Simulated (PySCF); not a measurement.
Isomers of C6H15BO, mass 114.122 u with the commonest isotopes. Level of theory: PBE0-D3(BJ)/def2-SVP geometry optimisation, gas phase in PySCF. One conformer each, none proved a minimum here; rigid rotors.

**Question.** Order these by out-of-plane moment Σ m c² = (Ia + Ib − Ic)/2, largest first.
A. `[CH3:1][CH:2]([CH3:3])[BH:4][O:5][CH:6]([CH3:7])[CH3:8]` with C1–C2–B4–O5 -127°, C2–B4–O5–C6 -179°, B4–O5–C6–C7 -122°
B. `[BH3-:1][O+:2]1[CH2:3][CH2:4][CH2:5][C@H:6]1[CH2:7][CH3:8]` with C5–C6–C7–C8 173°, B1–O2–C3–C4 -150°, O2–C3–C4–C5 33°, C3–C4–C5–C6 -39°, C4–C5–C6–C7 -88°
C. `[CH3:1][O+:2]([CH3:3])[BH2-:4][CH:5]1[CH2:6][CH2:7][CH2:8]1` with C1–O2–B4–C5 -57°, O2–B4–C5–C6 -160°, B4–C5–C6–C7 99°, C5–C6–C7–C8 17°, C6–C7–C8–C5 -17°, B4–C5–C8–C7 -95°

**Answer.** C (53.44 u·Å²), B (43.45 u·Å²), A (19.59 u·Å²).

**Question.** Order these by rotational constant C, smallest first.
A. `[BH3-:1][O+:2]1[CH2:3][CH2:4][CH2:5][C@H:6]1[CH2:7][CH3:8]` with C5–C6–C7–C8 173°, B1–O2–C3–C4 -150°, O2–C3–C4–C5 33°, C3–C4–C5–C6 -39°, C4–C5–C6–C7 -88°
B. `[CH3:1][CH:2]([CH3:3])[BH:4][O:5][CH:6]([CH3:7])[CH3:8]` with C1–C2–B4–O5 -127°, C2–B4–O5–C6 -179°, B4–O5–C6–C7 -122°
C. `[CH3:1][O+:2]([CH3:3])[BH2-:4][CH:5]1[CH2:6][CH2:7][CH2:8]1` with C1–O2–B4–C5 -57°, O2–B4–C5–C6 -160°, B4–C5–C6–C7 99°, C5–C6–C7–C8 17°, C6–C7–C8–C5 -17°, B4–C5–C8–C7 -95°

**Answer.** B (769.5 MHz), C (1022 MHz), A (1309 MHz).

**Question.** Order these by rotational constant A, largest first.
A. `[BH3-:1][O+:2]1[CH2:3][CH2:4][CH2:5][C@H:6]1[CH2:7][CH3:8]` with C5–C6–C7–C8 173°, B1–O2–C3–C4 -150°, O2–C3–C4–C5 33°, C3–C4–C5–C6 -39°, C4–C5–C6–C7 -88°
B. `[CH3:1][CH:2]([CH3:3])[BH:4][O:5][CH:6]([CH3:7])[CH3:8]` with C1–C2–B4–O5 -127°, C2–B4–O5–C6 -179°, B4–O5–C6–C7 -122°
C. `[CH3:1][O+:2]([CH3:3])[BH2-:4][CH:5]1[CH2:6][CH2:7][CH2:8]1` with C1–O2–B4–C5 -57°, O2–B4–C5–C6 -160°, B4–C5–C6–C7 99°, C5–C6–C7–C8 17°, C6–C7–C8–C5 -17°, B4–C5–C8–C7 -95°

**Answer.** C (4104 MHz), B (3949 MHz), A (2594 MHz).

| SMILES | point group | Ia (u·Å²) | Ib (u·Å²) | Ic (u·Å²) | κ | μa (D) | μb (D) | μc (D) |
| --- | --- | --- | --- | --- | --- | --- | --- | --- |
| [BH3-][O+]1CCC[C@H]1CC | C1 | 194.80 | 278.19 | 386.08 | -0.21 | 1.36 | 5.21 | 0.97 |
| CC(C)BOC(C)C | C1 | 127.99 | 567.95 | 656.77 | -0.92 | 1.34 | 0.04 | 0.32 |
| C[O+](C)[BH2-]C1CCC1 | C1 | 123.15 | 478.07 | 494.34 | -0.98 | 4.37 | 1.59 | 1.11 |
